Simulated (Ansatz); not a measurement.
NiNO₅H₁₃³⁺, that is [Ni(NH3)(H2O)5]2+ with one electron fewer. Total charge 3; quartet. Geometry r2SCAN-D4/def2-SVP, that of the charge +2 triplet; atoms count from 1.

```xyz
20

Ni   -0.0044   -0.0033   -0.0063
N     1.3373    1.3479    0.7932
H     1.4678    2.2013    0.2393
H     2.2811    0.9618    0.9056
H     1.0722    1.6922    1.7225
O    -1.3709   -1.3582   -0.7923
H    -1.1737   -2.2095   -1.2139
H    -2.3346   -1.2451   -0.8053
O    -1.6724    1.1310    0.4465
H    -1.9679    1.9066   -0.0563
H    -2.0961    1.1903    1.3174
O     1.4520   -1.3534   -0.5869
H     1.9878   -1.3091   -1.3945
H     1.8617   -2.0258   -0.0201
O    -0.2268   -1.0312    1.7754
H     0.1933   -0.9533    2.6463
H    -0.8374   -1.7833    1.8327
O     0.0177    0.8421   -1.8944
H    -0.5374    0.4637   -2.5948
H     0.5506    1.5354   -2.3142
```

(1) Estimate the Mulliken populations from the PBE0/def2-TZVP orbitals of Ansatz.

(2) Where does the spin sit?

(3) And the Mayer bond orders between heavy atoms (over 0.3)?

## Answers

(1) 
```tsv
atom	charge (e)	spin (α − β)	d electrons
Ni1	0.76	2.17	8.01
N2	-0.41	0.27	–
H3	0.35	0.00	–
H4	0.35	0.00	–
H5	0.35	0.00	–
O6	-0.59	0.06	–
H7	0.43	0.00	–
H8	0.43	0.00	–
O9	-0.51	0.16	–
H10	0.44	0.00	–
H11	0.44	0.00	–
O12	-0.52	0.15	–
H13	0.44	0.00	–
H14	0.44	0.00	–
O15	-0.56	0.09	–
H16	0.43	0.00	–
H17	0.43	0.00	–
O18	-0.56	0.10	–
H19	0.43	0.00	–
H20	0.43	0.00	–
```
Mulliken values depend strongly on the basis.

(2) Summed by element: Ni 2.17, N 0.27, H 0.01, O 0.55, of 3 unpaired in all. Largest on single atoms: Ni1 2.17, N2 0.27, O9 0.16.

(3) Ni1–N2 0.74 (2.07 Å); Ni1–O6 0.40 (2.08 Å); Ni1–O9 0.57 (2.07 Å); Ni1–O12 0.55 (2.07 Å); Ni1–O15 0.48 (2.07 Å); Ni1–O18 0.48 (2.07 Å).
